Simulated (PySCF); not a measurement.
NMR data simulated for an unnamed compound:

¹H NMR (500 MHz, computed): δ 8.09 (m, 1H), 7.84 (m, 1H), 7.47 (m, 1H), 7.39 (m, 1H), 2.47 (s, 3H).

¹³C{¹H} NMR (computed): δ 164.2 (C), 145.6 (C), 142.1 (CH), 139.9 (CH), 134.6 (CH), 134.2 (CH), 130.8 (C), 23.2 (CH3).

Relativity neglected, single conformer, isolated molecule, fast rotation and ring inversion assumed for equivalent nuclei. Shielding tensors at B3LYP/pcSseg-1 (GIAO); coordinates at the PBE0-D3(BJ)/def2-SVP level; PySCF 2.14.0 with density-fitted response routines.

Scale: TMS for ¹H (σref 31.38) and ¹³C (σref 179.24) (reference shieldings calculated alike).

Which of these does the molecule contain: a methoxy group, a Si–CH3 group, a heteroaromatic ring, a benzene ring?

Answers


- A methoxy group: no.
- A Si–CH3 group: no.
- A heteroaromatic ring: no.
- A benzene ring: yes.

The data belong to `c1c(C)cccc1C(=O)F`, C$_{8}$H$_{7}$FO; they needn't prove each group on their own.

Carbon signals by region: 1 in the far downfield region (above 160 ppm), 6 in the sp2 and nitrile region (100–160 ppm), 1 below 50 ppm. Above 160 ppm: 164.2, carbonyl carbon.

Splittings by ¹⁹F in the carbon and heteronuclear signals aren't shown, as no couplings were computed. Shifts are as computed. Against solution values, carbons near 30 ppm lie about +2 ppm off and those near 130 ppm about +6 ppm. Of 1211 compounds with measured shifts, 218 miss one by over three times the rms of a fit or turn the order of signals round; such compounds aren't used in these exercises. Multiplicities follow the n + 1 count of equivalent neighbours, as no J values were calculated; m marks all less simple cases, F and P coupling included.
